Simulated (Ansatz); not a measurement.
The cluster Cu2Pd, relaxed as a singlet with RKS PBE0-D4/def2-TZVP in Ansatz, starting from the GFN2-xTB geometry. Force threshold 0.02 eV/Å.

In the def2 sets Pd takes a core potential; there is no spin–orbit coupling. The relaxation made no stability test and no search for a lower SCF solution. The structure comes from a short search, and lower isomers may exist.

Start:

Cartesian coordinates in Å:
```
Pd 0.022 1.438 -0.079
Cu 1.133 -0.729 0.165
Cu -1.156 -0.709 -0.085
```

Question: Estimate the energy that the relaxation releases and the steps that it takes.

Answer: 1.9 kJ/mol, in 4 steps; 8.5 s on 4 threads of Intel Xeon on a shared host. No frequencies were taken in this run, so the end may be a saddle point.

Question: Does the start keep its bonding and symmetry?

Answer: By distances, no bond broke or formed. The bond that changes most is Cu2–Cu3, from 2.30 to 2.39 Å (atoms count from 1). Point group C2v at the start, C2v at the end, both within 0.05 Å.

Question: Predict the relaxed structure.

Answer: 
```xyz
3

Pd    0.0216    1.4150   -0.0782
Cu    1.1778   -0.7185    0.1687
Cu   -1.1994   -0.6965   -0.0905
```
Bond lengths (bridged metal pairs left out): 2 × Cu–Pd 2.44 Å; 1 × Cu–Cu 2.39 Å.
